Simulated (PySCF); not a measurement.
# Gas-phase XPS of `BCC=C`, computed

Species: C3H7B.
Bonds: B1–C2, C2–C3, C3–C4 (double). Hydrogens: H5, H6 on B1; H7, H8 on C2; H9 on C3; H10, H11 on C4.

Computed, not measured: delta-SCF UKS SCAN, pcX-2 on the ionised atom, pcseg-1 elsewhere, spin-free X2C in PySCF. Each binding energy is the total energy of the core-ionised species, with the hole localised on one atom, minus that of the ground state; both are solved self-consistently, so orbital relaxation is included.

List the computed XPS lines with their assignment.

```tsv
atom(s)	bonded to	level	binding energy (eV)	above the level's lowest (eV)	count
C4	C (double bond) and 2 H	C 1s	290.04	0.00	1
C2	C, 2 H and B	C 1s	290.61	+0.57	1
C3	C (double bond), C and H	C 1s	290.61	+0.57	1
```

Lowest listed C 1s: C4, bonded to C (double bond) and 2 H. Highest, 0.57 eV above it: C3, bonded to C (double bond), C and H. The widest gap between neighbouring values is 0.57 eV, between 290.04 and 290.61 eV. The values 290.61 and 290.61 eV lie too close for their order to be trusted.

Which photon wavelength matches the C 1s of C4 threshold?

λ = hc/E = 12398.42 eV Å / 290.04 eV = 42.747 Å.

Which photon energy gives electrons from C 1s of C4 a kinetic energy of 50 eV, and what is their de Broglie wavelength?

hν = 290.04 + 50 = 340.04 eV, recoil neglected; λ = 12.264 Å/√(E/eV) = 1.73 Å.

Not every level is listed. No level of boron is listed. Geometry: PBE0-D3(BJ)/def2-SVP, one conformer, isolated molecule.

Conformer computed: `[BH2:1][CH2:2][CH:3]=[CH2:4]`: B1–C2–C3–C4 -130°.
